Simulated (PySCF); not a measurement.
Static response to an electric field

C2H12NPSi2.
Geometry (GFN2-xTB, Å), atoms numbered from 1 in this order:
```xyz
18
C2H12NPSi2 angstrom
C     -1.4157   -1.7633    0.1371
C     -1.6934   -0.3086   -0.2186
Si    -0.2786    0.8583    0.3068
N     -0.8531    2.4503   -0.0451
Si     1.7034    0.2332   -0.7729
P      3.2647   -0.7622    0.4904
H     -2.2281   -2.4090   -0.1936
H     -1.3083   -1.8814    1.2130
H     -0.4970   -2.1081   -0.3350
H     -1.8551   -0.2334   -1.2957
H     -2.6234    0.0045    0.2569
H     -0.1552    0.8591    1.7768
H     -0.2672    3.2408    0.1670
H     -1.3505    2.6195   -0.9042
H      2.4293    1.3745   -1.3601
H      1.5226   -0.7101   -1.8903
H      2.3915   -1.6164    1.1363
H      3.2053    0.1587    1.5197
```

Level: PBE0/def2-SVPD (PySCF), static field, nuclei fixed, core orbitals frozen in the response. The polarisability tensor in these axes (au):

```
x   138.44 -10.54   3.97
y   -10.54 115.56  -3.71
z     3.97  -3.71 103.11
```

What are the eigenvalues, a third of the trace, and Δα (Δα² = ½Σ(αi − αj)² over the three pairs)?

Principal values 102.05, 111.86 and 143.19 au; mean 119.04 au = 17.64 Å³ = 19.63 × 10⁻⁴⁰ C²·m²/J; Δα = 37.22 au (31 % of the mean).

What is the dipole moment, and where does it point?

(-1.44, 0.85, -0.43) D, 1.72 D in size, pointing from the negative to the positive side. Measured along this direction, the outermost atoms are P6 at the negative end and H14 at the positive end.

What depolarisation ratio follows for Rayleigh scattering of linearly polarised light, taking the static tensor?

ρ = 3Δα²/(45ᾱ² + 4Δα²) = 4155.5/(637635 + 5540.6) = 0.00646.

Find the Langevin capture rate constant for NO+ (29.998 u) meeting this molecule (137.025 u), k = 2.342 × 10⁻⁹ cm³/s × √(α in Å³ / reduced mass in u).

The reduced mass is 24.61 u, so k = 1.98 × 10⁻⁹ cm³/s. The formula leaves out the permanent dipole, which adds to the capture rate.

Traceless (Buckingham) quadrupole moment about the centre of nuclear charge: eigenvalues?

-11.66, 3.81, 7.84 D·Å. The values depend on the origin, since the dipole doesn't vanish. The electronic extent ⟨r²⟩ about the same centre is 1574 bohr², a root-mean-square distance of 2.44 Å for the 74 electrons.

Give the principal axes and the span of the nuclei along them.

Largest value along (0.92, -0.37, 0.13), where the nuclei span 5.74 Å; middle along (0.39, 0.90, -0.21), 5.76 Å; least along (-0.04, 0.24, 0.97), 3.99 Å. 

Isolated species at its GFN2-xTB geometry (one conformer only).
